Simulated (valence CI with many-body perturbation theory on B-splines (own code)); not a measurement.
# Pb67+: E2, M1 decay

Calculated by relativistic CI+MBPT: five valence electrons over a frozen Dirac-Fock core [Ne], a basis of 9 s, 9 p, 8 d, 6 f, 3 g, 1 h functions for each j, with the one-electron correlation potential Σ1, the two-electron term Σ2, the three-electron term Σ3, Breit, model QED; selected CI, second order for the rest (own B-spline code, finite nucleus).

The last digits are not significant, and no measured levels were compared; by estimate large intervals hold to a few tenths of a per cent, small ones and those within an open d or f shell to about a per cent. Among the levels kept, up to 620 cm⁻¹ of a level comes from second order outside the variational space, and about a tenth of that is noise between levels of different J, which matters for small intervals.

Lines 1 to 14 of 14 in falling wavelength, among levels below 10491 × 10³ cm⁻¹, chosen from the decays that carry over 1 % of a level's rate. Wavelengths and rates use the calculated energies. Electric multipoles are in the length gauge, E1 and E2 with the static RPA response of the core. Weak lines are less certain than strong ones. Lines between different terms over intervals too small for the method are left out, as are lines whose strength nearly cancels.

Levels are named by their leading jj configuration (3d3/2^4 stands for four electrons in 3d with j = 3/2), which in mixed levels can hold well under half, so a name can repeat and another be missing. Letters in brackets count levels of one name in rising energy.

| λ vac (Å) | Upper | Lower | Type | A (s⁻¹) | Branch % |
| --- | --- | --- | --- | --- | --- |
| 94.07 | (3s^2 3p1/2 3p3/2 3d5/2) J=9/2 | (3s^2 3p1/2 3p3/2 3d3/2) J=7/2 | M1 | 1.32e+07 | 33.2 |
| 22.57 | (3s^2 3p1/2 3p3/2 3d5/2) J=7/2 [a] | (3s^2 3p1/2^2 3d5/2) J=5/2 | M1 | 1.00e+09 | 37.3 |
| 21.99 | (3s^2 3p1/2 3p3/2 3d5/2) J=9/2 | (3s^2 3p1/2^2 3d5/2) J=5/2 | E2 | 2.64e+07 | 66.6 |
| 21.95 | (3s^2 3p1/2 3p3/2 3d3/2) J=5/2 [a] | (3s^2 3p1/2^2 3d3/2) J=3/2 | M1 | 5.46e+08 | 4.3 |
| 21.82 | (3s^2 3p1/2 3p3/2^2) J=3/2 | (3s^2 3p1/2^2 3p3/2) J=3/2 | M1 | 1.72e+09 | 98.8 |
| 21.80 | (3s^2 3p1/2 3p3/2 3d3/2) J=1/2 [a] | (3s^2 3p1/2^2 3d3/2) J=3/2 | M1 | 1.10e+09 | 7.2 |
| 21.73 | (3s^2 3p3/2^3) J=3/2 | (3s^2 3p1/2 3p3/2^2) J=1/2 | M1 | 4.26e+08 | 1.5 |
| 21.43 | (3s^2 3p1/2 3p3/2 3d3/2) J=7/2 | (3s^2 3p1/2^2 3d3/2) J=3/2 | E2 | 3.20e+07 | 1.3 |
| 21.33 | (3s^2 3p1/2 3p3/2^2) J=5/2 | (3s^2 3p1/2^2 3p3/2) J=3/2 | M1 | 2.90e+08 | 31.3 |
| 21.33 | (3s^2 3p1/2 3p3/2^2) J=5/2 | (3s^2 3p1/2^2 3p3/2) J=3/2 | E2 | 5.53e+07 | 6.0 |
| 21.08 | (3s^2 3p3/2^3) J=3/2 | (3s^2 3p1/2 3p3/2^2) J=5/2 | M1 | 4.63e+08 | 1.6 |
| 20.70 | (3s^2 3p1/2 3p3/2^2) J=1/2 | (3s^2 3p1/2^2 3p3/2) J=3/2 | M1 | 9.46e+08 | 93.7 |
| 20.70 | (3s^2 3p1/2 3p3/2^2) J=1/2 | (3s^2 3p1/2^2 3p3/2) J=3/2 | E2 | 4.56e+07 | 4.5 |
| 20.62 | (3s^2 3p3/2^3) J=3/2 | (3s^2 3p1/2 3p3/2^2) J=3/2 | M1 | 1.88e+09 | 6.7 |
